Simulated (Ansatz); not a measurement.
CH$_{5}$BN$_{2}$ (`N=CBN`), relaxed with RKS PBE-D4/def2-SVP in Ansatz 0.2.0 from a rough embedded geometry. The force threshold is 0.03 eV/Å; the program also tests the step.

The species carries charge 0 and has multiplicity 1.

Start:

```xyz
9

N    -0.328    0.078   -1.955
C    -0.494   -0.043   -0.710
B     0.759    0.054    0.184
N     0.698    0.033    1.693
H    -1.204   -0.029   -2.600
H    -1.477   -0.197   -0.265
H     1.849    0.289   -0.296
H     0.236   -0.919    1.899
H    -0.038    0.734    2.050
```

Q: How much energy does the relaxation release, and in how many steps? (Best estimate.)

A: Ansatz gave: 1.69 eV, in 13 steps, 1 of them rejected.

Q: Which bonds change most? (An estimate is asked.)

A: The calculation gave: B3–N4 from 1.510 to 1.399 Å; N4–H8 from 1.078 to 1.020 Å; N4–H9 from 1.077 to 1.023 Å; N1–H5 from 1.093 to 1.040 Å.

Q: Give the relaxed structure. (Best estimate.)

A: Ansatz gave: 
```xyz
9

N    -0.317    0.056   -2.080
C    -0.520    0.068   -0.806
B     0.688   -0.076    0.203
N     0.433   -0.067    1.579
H    -1.218    0.161   -2.588
H    -1.556    0.180   -0.377
H     1.832   -0.195   -0.191
H     1.163   -0.157    2.286
H    -0.505    0.029    1.975
```
